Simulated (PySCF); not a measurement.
## Electronic absorption of C4H9AlFN

C4H9AlFN.
Z-matrix (Å and degrees, GFN2-xTB geometry), rows numbered from 1:
```
C 
C   1  1.3241
C   2  1.4855  1  124.77
Al  3  2.0111  2  112.36  1   104.27
F   4  1.6545  3  118.00  2   169.86
N   4  1.7834  3  126.14  2    -9.81
C   6  1.4571  4  132.51  3    -0.55
H   1  1.0782  2  121.68  3    -0.02
H   1  1.0766  2  122.01  3  -179.85
H   2  1.0837  1  119.51  3   179.72
H   3  1.0965  2  110.25  1   -17.85
H   3  1.0975  2  110.53  1  -135.73
H   6  1.0168  4  117.30  3  -179.72
H   7  1.0947  6  111.24  4   119.27
H   7  1.0879  6  108.88  4    -0.34
H   7  1.0943  6  111.30  4  -119.78
```

Computed with TDDFT PBE0/def2-SVPD, vertical, gas phase, core orbitals frozen in the response in PySCF 2.14.0, density-fitted response routines.

| state | E (eV) | E (hartree) | f | main configurations (H = HOMO, L = LUMO) |
| --- | --- | --- | --- | --- |
| S1 | 5.27 | 0.1935 | 0.030 | H-1→L (90%) |
| S2 | 5.51 | 0.2025 | 0.071 | H→L (90%) |
| S3 | 5.80 | 0.2130 | 0.015 | H→L+1 (92%) |
| S4 | 5.91 | 0.2171 | 0.060 | H-1→L+1 (93%) |
| S5 | 6.39 | 0.2349 | 0.037 | H-1→L+2 (80%), H-1→L+3 (10%) |
| S6 | 6.67 | 0.2451 | 0.244 | H→L+2 (67%), H→L+3 (10%) |
| S7 | 6.77 | 0.2487 | 0.016 | H-1→L+3 (75%), H-1→L+2 (13%) |
| S8 | 6.90 | 0.2536 | 0.075 | H→L+3 (73%), H→L+2 (11%) |

Triplets, Tamm–Dancoff:

```csv
state,E (eV),λ (nm),"main configurations (H = HOMO, L = LUMO)"
T1,4.11,301.5,"H→L+1 (32%), H→L+2 (28%), H→L (25%)"
T2,4.92,252.1,H-1→L (87%)
T3,5.03,246.3,"H-1→L+1 (72%), H-1→L+2 (13%), H→L+1 (8%)"
```

The lowest singlet lies at 5.27 eV (235 nm, ultraviolet) and is of moderate strength; its leading configuration is HOMO-1→LUMO (90%). The strongest level in the table is S6 at 6.67 eV (186 nm, f = 0.244). Löwdin shares by element: HOMO (one of a set within 0.03 eV) carbon 72% or more, aluminium 7% (atoms not listed hold the other 21%); LUMO aluminium 57%, carbon 13% or more, fluorine 6% (atoms not listed hold the other 24%). The listed states span 1.64 eV, and the widest gap between neighbours is 0.48 eV (S4 to S5). Weighted by f, the mean energy of these states is 6.35 eV. The oscillator strengths of these states sum to 0.549; summed over the whole spectrum of an exact calculation they would give the number of electrons, 62 (Thomas–Reiche–Kuhn). No computed singlet lies in the visible range (380 to 750 nm); the lowest, at 235 nm, stands 2.00 eV above its violet end (3.26 eV). The window holds the lowest 8 singlets.

One conformer stands for the species.
